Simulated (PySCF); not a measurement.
Species: C3H8N2OSi.
Geometry (PBE0-D3(BJ)/def2-SVP, Å), atoms numbered from 1 in this order:
```xyz
15
C3H8N2OSi angstrom
O      2.8633    0.4798   -0.8596
C      1.9812   -0.3514   -0.8594
N      0.7849   -0.1630   -0.2513
C     -0.2769   -1.1538   -0.1652
C     -1.5682   -0.3687    0.0704
N     -1.2111    0.7350    0.9458
Si     0.3782    1.3475    0.5912
H      2.0837   -1.3396   -1.3719
H     -0.0982   -1.8419    0.6806
H     -0.3355   -1.7540   -1.0869
H     -2.3253   -1.0217    0.5354
H     -1.9793   -0.0345   -0.9049
H     -1.9824    1.3011    1.2750
H      1.1844    1.6253    1.8117
H      0.4638    2.5195   -0.3301
```

Computed at PBE0/pcSseg-1 (PySCF, non-relativistic), with Q(17O) = −0.0256 b, Q(14N) = 0.02044 b: O1, 17O (I = 5/2): χzz = 9.494 MHz, η = 0.069; N3, 14N (I = 1): χzz = -3.570 MHz, η = 0.547; N6, 14N (I = 1): χzz = -5.247 MHz, η = 0.374.

Question: Find the zero-field quadrupole resonance frequencies of 17O at O1.

Answer: From the eigenvalues of H = χ/[4I(2I − 1)] × [3Iz² − I(I + 1) + η(Ix² − Iy²)], steps between neighbouring levels, labelled as for η = 0: ±1/2↔±3/2 1.431 MHz, ±3/2↔±5/2 2.845 MHz (amide oxygen).

Question: Find the zero-field quadrupole resonance frequencies of 14N at N3.

Answer: From ν± = (3/4)|χ|(1 ± η/3) and ν0 = |χ|η/2: ν+ 3.166 MHz, ν− 2.189 MHz, ν0 0.977 MHz (amide nitrogen).

Question: Find the zero-field quadrupole resonance frequencies of 14N at N6.

Answer: From ν± = (3/4)|χ|(1 ± η/3) and ν0 = |χ|η/2: ν+ 4.426 MHz, ν− 3.444 MHz, ν0 0.981 MHz (silicon-bound nitrogen).

In a crystal, neighbours and librations shift these lines. Isolated species at its PBE0-D3(BJ)/def2-SVP geometry (one conformer only). These gradients aren't converged with respect to the basis.
